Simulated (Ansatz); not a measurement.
A run of Ansatz (development build ahead of 0.2.0) on singlet H₁₆ at this shape:

```xyz
16

H    -1.1514   -1.1531   -0.7784
H    -1.1413   -1.1508   -1.5148
H    -1.1503   -1.1405    1.5153
H    -1.1534   -1.1558    0.7801
H    -1.1487    1.1449   -0.7776
H    -1.1468    1.1524   -1.5205
H    -1.1512    1.1484    1.5240
H    -1.1569    1.1492    0.7704
H     1.1544   -1.1401   -0.7692
H     1.1406   -1.1477   -1.5186
H     1.1550   -1.1411    1.5223
H     1.1597   -1.1573    0.7879
H     1.1438    1.1582   -0.7712
H     1.1442    1.1558   -1.5247
H     1.1491    1.1514    1.5176
H     1.1582    1.1472    0.7838
```

Its results:

- Converged: yes
- Total energy: -8.95856 hartree
- Spin squared of the determinant: 0.000

Q: Which input gives this output? Name the method, the orbitals and the basis set, and write the input.

A: RHF in def2-SVP. An unrestricted run that stays on the closed shell gives the same numbers.

```yaml
crystal:
  periodic: [false, false, false]
  atoms:
    - { symbol: H, position_ang: [-1.15135, -1.15311, -0.77844] }
    - { symbol: H, position_ang: [-1.14133, -1.15085, -1.51479] }
    - { symbol: H, position_ang: [-1.15033, -1.14048, 1.5153] }
    - { symbol: H, position_ang: [-1.15339, -1.15578, 0.78012] }
    - { symbol: H, position_ang: [-1.14868, 1.14494, -0.7776] }
    - { symbol: H, position_ang: [-1.14682, 1.15236, -1.52053] }
    - { symbol: H, position_ang: [-1.15122, 1.14844, 1.52396] }
    - { symbol: H, position_ang: [-1.15695, 1.14919, 0.77045] }
    - { symbol: H, position_ang: [1.15444, -1.14009, -0.76922] }
    - { symbol: H, position_ang: [1.14064, -1.14766, -1.51864] }
    - { symbol: H, position_ang: [1.15504, -1.14113, 1.52233] }
    - { symbol: H, position_ang: [1.15971, -1.15733, 0.7879] }
    - { symbol: H, position_ang: [1.14384, 1.15818, -0.77125] }
    - { symbol: H, position_ang: [1.14415, 1.15583, -1.52471] }
    - { symbol: H, position_ang: [1.14909, 1.15135, 1.51762] }
    - { symbol: H, position_ang: [1.15815, 1.14719, 0.78381] }
basis:
  gaussian: { orbitals: def2-SVP }
hamiltonian:
  xc: hf
```
